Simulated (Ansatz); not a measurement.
Ideal-gas functions of CH4AlClSi, SMILES `[Cl][Al]1[CH2][SiH2]1` at 298.15 K and 1 bar, from an Ansatz frequency run at PBE0-D4/def2-TZVP.

Molar mass 106.56 g/mol, point group C1 (symmetry number 1), electronic degeneracy 1, moments of inertia 39.501, 349.251, 379.791 u Å². Harmonic wavenumbers (cm⁻¹, unscaled): 101, 134, 195, 330, 382, 480, 573, 597, 671, 775, 849, 863, 927, 1342, 2198, 2215, 3033, 3151.

Use S(trans) = R[1.5 ln M + 2.5 ln T − 1.1517]; rotational temperatures θ = 24.2544 K / I; S(rot) = R[ln(√π/σ · √(T³/θAθBθC)) + 1.5]; for each mode x = 1.438777 ν̃/T, S = R[x/(eˣ − 1) − ln(1 − e⁻ˣ)] and H = RT x/(eˣ − 1); 1 cm⁻¹ = 0.0119627 kJ/mol; R = 8.31446 J/(mol·K).

Problem. By hand: the entropy, in J/(mol·K).

Solution. Translation 167.1. Rotation: θ = 0.614, 0.0694, 0.0639 K, giving 112.8. Vibration, mode by mode: 14.37, 12.08, 9.12, 5.27, 4.31, 2.97, 2.09, 1.90, 1.43, 0.96, 0.72, 0.68, 0.52, 0.10, 0.00, 0.00, 0.00, 0.00, in all 56.5. Electronic 0.0. Sum 336.4 J/(mol·K).

Problem. By hand: H − E and G − E in kJ/mol, counted from the electronic energy.

Solution. Zero-point energy ½ × 18816 × 0.0119627 = 112.5; thermal vibration 9.6; translation, rotation and pV give 4 RT = 9.9. H − E = 132.0 kJ/mol, and G − E = 132.0 − 298.15 × 336.4/1000 = 31.7 kJ/mol.

Vibration gives 17 % of the entropy, 26.5 J/(mol·K) of it from the modes under 150 cm⁻¹: soft modes count most, and the harmonic formula is weakest for them. The sum counts one conformer and one mirror image; others add a mixing term.
